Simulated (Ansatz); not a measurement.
System: InF₂ (charge +1, singlet). It need not be the lowest isomer of its formula. SMILES: [F][In+][F]
Coordinates optimised at B3LYP-D3(BJ)/def2-TZVP (Ansatz, a first-principles code):
```
In
F 1 1.8552
F 1 1.8552 2 180.00
```
Charge +1, spin multiplicity 1.

Wanted: vertical electron affinity (to the doublet state of charge +0; a negative value means that the extra electron is unbound and the number depends on the basis; each state is the SCF solution reached for its spin), in eV. Valence correlation only, unless marked. Open shells are spin-unrestricted. Spin-orbit coupling is left out. The frozen core is the preceding noble-gas configuration, with the filled d and f shells of earlier blocks. Past Kr the def2 sets carry scalar-relativistic core potentials. 

```json
[
 {"level": "B3LYP/def2-TZVPD", "program": "Ansatz", "vertical electron affinity (eV)": "8.38"},
 {"level": "BHLYP/def2-TZVPD", "program": "Ansatz", "vertical electron affinity (eV)": "8.23"},
 {"level": "CAM-B3LYP/def2-TZVPD", "program": "Ansatz", "vertical electron affinity (eV)": "8.38"},
 {"level": "wB97X-V/def2-TZVPD", "program": "Ansatz", "vertical electron affinity (eV)": "8.05"},
 {"level": "CCSD/def2-SVPD", "program": "Ansatz", "vertical electron affinity (eV)": "7.66"},
 {"level": "CCSD/def2-TZVPPD", "program": "Ansatz", "vertical electron affinity (eV)": "7.60"}
]
```
